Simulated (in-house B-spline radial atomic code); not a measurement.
Configurations of the holmium ion Ho²⁺, with energies counted from [Xe] 4f11. Computed with a B-spline radial code for spherical atoms: scalar-relativistic (X2C) AM05, spin-polarised, spherical fractional occupations, Fermi nucleus of rms radius 5.2022 fm. Shells without spins written out take the highest spin.

Occupations are held fixed; configurations that lie above the ionisation limit could autoionise.

| configuration | E - E(ref) (eV) | highest orbital | its <r> (bohr) |
| --- | --- | --- | --- |
| [Xe] 4f(5 up, 6 down) | 1.4717 | 4f up | 0.8458 |
| [Xe] 4f10 6s1 | 4.2228 | 6s up | 3.176 |
| [Xe] 4f(3 up, 7 down) 6s(1 up, 0 down) | 4.4047 | 6s up | 3.201 |
| [Xe] 4f10 6f1 | 19.15 | 6f up | 9.742 |
| [Kr] 4d10 4f11 5s2 5p5 6d1 | 36.239 | 6d up | 5.569 |
| [Kr] 4d10 4f11 5s2 5p5 5f1 | 38.051 | 5f up | 5.697 |
| [Kr] 4d10 4f(6 up, 5 down) 5s2 5p(3 up, 2 down) 6d(1 up, 0 down) | 38.086 | 6d up | 5.58 |

Problem. Order these further configurations by energy, lowest first.
A. [Xe] 4f10 6p1
B. [Kr] 4d(4 up, 5 down) 4f(6 up, 5 down) 5s2 5p6 6s(1 up, 0 down)
C. [Kr] 4d(5 up, 4 down) 4f(4 up, 7 down) 5s2 5p6 6f(0 up, 1 down)
D. [Kr] 4d9 4f11 5s2 5p6 6d1
E. [Kr] 4d9 4f11 5s2 5p6 6s1

Solution. A (9.1122 eV), E (160.51 eV), B (163.96 eV), D (170.98 eV), C (178.13 eV).

Problem. How far above the reference does [Kr] 4d10 4f11 5s2 5p5 6s1 lie?

Solution. 25.789 eV; its least bound orbital is 6s up with <r> = 3.186 bohr.

Problem. How far above the reference does [Kr] 4d9 4f12 5s2 5p6 lie?

Solution. 155.33 eV; its least bound orbital is 4f down with <r> = 0.8426 bohr.

Problem. How far above the reference does [Xe] 4f10 5f1 lie?

Solution. 16.527 eV; its least bound orbital is 5f up with <r> = 5.684 bohr.
